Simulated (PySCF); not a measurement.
KF⁺ at HSE06

Computed with HSE06; K x2c-SVPall, F x2c-SVPall; spin-free X2C with a Gaussian nucleus (PySCF 2.14).

* state: ²Π (doublet), unpaired electrons π ↑
* bond length: 2.872 Å
* harmonic wavenumber: 107 cm⁻¹
* force constant: 0.0864 mdyn/Å
* rotational constant Be: 0.1600 cm⁻¹
* anharmonicity ωexe: 2.54 cm⁻¹
* vibration–rotation constant αe: 0.00502 cm⁻¹
* well depth De to K⁺ + F: 0.20 eV
* dissociation energy D0: 0.19 eV
* bond order (Mayer): 0.10
* dipole moment (positive dipole points towards F; it is taken about the centre of mass and depends on that origin): -4.18 D

The bond is weak. Basis-set superposition, not corrected here, can be much of De in a small basis, most of all at correlated wavefunction levels. For an ion De counts to the pair picked by the measured ionisation energies or electron affinities, which need not be the lowest pair at this level. The state was picked by a PBE0 search and need not be the measured ground state.
